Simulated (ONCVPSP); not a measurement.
Tb (Z = 65): variants of one ONCV potential

Base potential:

Tb (Z = 65), optimised norm-conserving Vanderbilt (ONCV), made with ONCVPSP 4.0.1 (revPBE, fully relativistic). Core [Kr] 4d10 4f8, reference 5s2 5p6 5d1.5 6s1.5. Waves: 5s+6s: rc 2.00 bohr, ncon 5, nbas 10, qcut 4.9 1/bohr, 2 projectors; 5p: rc 1.90 bohr, ncon 3, nbas 6, qcut 7.2 1/bohr, 2 projectors, debl 3.7 Ha; 5d: rc 2.40 bohr, ncon 4, nbas 9, qcut 4.1 1/bohr, 2 projectors, debl 2.1 Ha. Local part: polynomial inside 1.55 bohr (lpopt 5, dvloc0 4 Ha). Core correction: none.

Open shells are filled in proportion to 2j + 1.

All-electron outer shells of the reference configuration (revPBE, scalar-relativistic, ld1.x):

```json
{"shell": "5s", "level (eV)": "-50.51", "outermost node (bohr)": "0.64", "outermost maximum (bohr)": "1.18"}
{"shell": "5p", "level (eV)": "-27.18", "outermost node (bohr)": "0.69", "outermost maximum (bohr)": "1.33"}
{"shell": "4f", "level (eV)": "-8.21", "outermost node (bohr)": "–", "outermost maximum (bohr)": "0.55"}
{"shell": "6s", "level (eV)": "-3.90", "outermost node (bohr)": "1.58", "outermost maximum (bohr)": "3.41"}
{"shell": "5d", "level (eV)": "-1.97", "outermost node (bohr)": "0.77", "outermost maximum (bohr)": "1.97"}
```

Cutoffs, loose and tight: the cutoffs (Ha) at which the residual kinetic energy of the hardest occupied pseudo-wave falls to 1 and 0.1 mHa per electron. They do not see the model core or the augmentation charge, which bear on the density cutoff. Test errors are all-electron minus pseudo excitation energies from the reference, over the configurations 5s2 5p6 5d1 6s2; 5s2 5p6 5d1 6s1; 5s2 5p6 5d1 6s0; 5s2 5p6 5d0 6s2 6p1. A dash means not determined; rows that change the core or the reference have their own tests. The largest error is taken over the tests solved by every variant that gives reliable tests at all: 5s2 5p6 5d1 6s0; 5s2 5p6 5d1 6s1; 5s2 5p6 5d1 6s2.

A true bound ghost makes a file unfit for plane-wave use even where its test errors are small: the radial tests pick states by their node count and pass the ghost by.

```csv
change,outcome,"cutoff, loose","cutoff, tight",bound ghosts,GHOST(+) flags above zero,largest test error (meV)
base,generated,16 Ha,59 Ha,none,d5/2,+14
s: qcut 3.2; p: qcut 4.7; d: qcut 2.7,generated,62 Ha,75 Ha,none,"s, d3/2",+12
s: qcut 3.7; p: qcut 5.4; d: qcut 3.1,generated,49 Ha,73 Ha,none,s,+12
s: qcut 4.3; p: qcut 6.3; d: qcut 3.6,generated,21 Ha,69 Ha,none,s,+13
s: qcut 4.6; p: qcut 6.8; d: qcut 3.9,generated,15 Ha,66 Ha,s,s,+13
s: qcut 5.2; p: qcut 7.7; d: qcut 4.4,generated,19 Ha,32 Ha,none,none,+14
s: qcut 5.7; p: qcut 8.3; d: qcut 4.7,generated,20 Ha,24 Ha,none,none,+14
s: qcut 6.1; p: qcut 9; d: qcut 5.1,generated,20 Ha,25 Ha,none,none,+14
s: qcut 6.6; p: qcut 9.7; d: qcut 5.5,generated,21 Ha,26 Ha,none,none,+14
s: qcut 7.1; p: qcut 10.4; d: qcut 5.9,generated,21 Ha,26 Ha,none,s,+14
```
